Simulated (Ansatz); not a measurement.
**One elementary step**

Start structure (CH7GaS, closed shell), relaxed at PBE0-D4/def2-TZVP:

```
10
angstrom
Ga -0.8956 0.4362 0.5206
C 0.2222 0.9438 -1.0366
H -2.2848 -0.2750 0.2769
H -0.6475 1.1403 1.9126
H 1.5813 -1.3155 1.1585
S 0.3219 -1.7798 1.2183
H -0.1546 1.8770 -1.4658
H 1.2637 1.1145 -0.7542
H 0.1916 0.1887 -1.8256
H 0.4017 -2.3302 -0.0048
```

The step: CH₅Ga ([CH3][GaH2]) + H₂S → GaH₃S ([SH][GaH2]) + CH₄; bonds formed: C2–H5; dative contacts that become bonds: Ga1–S6; bonds broken: Ga1–C2, H5–S6. Ansatz 0.2.0; basis: def2-TZVPP and def2-QZVPP; cores frozen in the correlated methods. Filled d shells of the heavier atoms are correlated. The def2 sets are not built for correlating such inner shells, so the correlated values are less sure here. Extrapolation: Hartree–Fock as exp(−7.88 √X), correlation as X^−2.97. Energies below are by CCSD(T) at an estimated basis limit (MP2 extrapolated from triple and quadruple zeta, plus CCSD(T) − MP2 in triple zeta).

**Question.** What are the electronic barrier and the energy of the step, from the start structure to the end structure? (An estimate is asked for; the value comes from the calculation.)

**Answer.** The calculation gives: Barrier 0.929 eV; step energy -0.881 eV (downhill); reverse barrier, their difference, 1.810 eV. Barrier and step energy count from the start structure, the reverse barrier from the end structure.

The saddle point: One imaginary mode of 1137i cm⁻¹.
```csv
pair,start (Å),saddle (Å),end (Å)
Ga1–S6,2.62,2.47,2.20
C2–H5,3.43,1.53,1.09
Ga1–C2,1.98,2.15,3.29
H5–S6,1.34,1.61,3.39
```

Zero-point energy (harmonic, PBE0-D4): ZPE is 1.823 eV at the start and 1.765 eV at the saddle, so the barrier goes from 0.929 to 0.871 eV.

First-order rate constant out of the start structure at 298 K by transition-state theory, with harmonic vibrational free energies alone and no tunnelling: ΔA‡ = 0.916 eV, so k = (kB T/h) exp(−ΔA‡/kB T) ≈ 10^-3 s⁻¹ (an order of magnitude at best: rotation, the number of equivalent paths and anharmonicity are left out).

No T1 diagnostic of these runs exceeds 0.013.

Exchanges of this kind with a chalcogen hydride build sulfide and selenide films.

Labels in which every atom is bracketed show which atoms are joined, not bond orders.

For scale, one of the runs: CCSD(T)/def2-TZVPP, 219 basis functions, launched by `ansatz run in.yaml --threads 4 --pin off --events-out ev --progress --plain --max-ram 9574MiB`. Hardware: 4 CPU threads of an Arm Neoverse V2, shared host. Wall time 73 s; peak host memory 3.1 GiB.
